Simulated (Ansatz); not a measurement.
`[OH][GaH][BH][SiH3]` → `[BH2][GaH][OH]` + `[SiH2]` at 400 K and 1 bar (silylene loss).

Gas-phase electronic energies from Ansatz, PBE0-D4/def2-TZVP geometries. CBS: MP2 limit from def2 TZ/QZ plus the TZ coupled-cluster correction, frozen cores. This one scheme is used for every species. For Ga outer-core shells are correlated without core-valence functions, which leaves a few kJ/mol of doubt a bond. Scalar relativity is left out up to krypton. Each species was taken in one conformer, which may not be the lowest.

```json
{"species": "`[OH][GaH][BH][SiH3]`", "CCSD(T)/CBS energy (Eh)": "-2316.57426", "H − E (kJ/mol)": "185.3", "S (J/(mol·K))": "411.5"}
{"species": "`[BH2][GaH][OH]`", "CCSD(T)/CBS energy (Eh)": "-2026.29567", "H − E (kJ/mol)": "130.9", "S (J/(mol·K))": "333.4"}
{"species": "`[SiH2]`", "CCSD(T)/CBS energy (Eh)": "-290.19011", "H − E (kJ/mol)": "44.2", "S (J/(mol·K))": "218.1"}
```

H − E and S are ideal-gas, rigid-rotor, harmonic terms from PBE0-D4/def2-TZVP, for one conformer and one mirror image of each species. 1 Eh = 2625.50 kJ/mol, R = 8.31446 J/(mol·K).

Question: By hand: ΔE, ΔH, ΔS and ΔG.

Answer: ΔE = (-2026.29567) + (-290.19011) − (-2316.57426) = 0.08848 Eh = 232.3 kJ/mol. Δ(H − E) = 130.9 + 44.2 − 185.3 = -10.2, so ΔH = 222.1 kJ/mol. ΔS = 333.4 + 218.1 − 411.5 = 140.0 J/(mol·K). ΔG = 222.1 − 400 × (140.0)/1000 = 166.1 kJ/mol.

Question: By hand: the equilibrium constant, and the temperature at which ΔG would vanish if ΔH and ΔS stayed fixed.

Answer: log₁₀ K = −ΔG/(RT ln 10) = -21.7. ΔG = 0 at ΔH/ΔS = 1586 K.

The number of gas molecules changes by +1, which sets the sign of ΔS. A doubt of 5 kJ/mol in ΔE shifts log₁₀ K by 0.7 here. Other conformers and mirror images would add mixing entropy, several J/(mol·K) or more a flexible species. Modes under 60 cm⁻¹, often nearly free rotors, make the harmonic entropy too high. These are equilibria of isolated gas molecules and say nothing of rates. Largest T1 diagnostic: 0.015 (customary marks: 0.02 for closed shells, 0.045 for open ones).
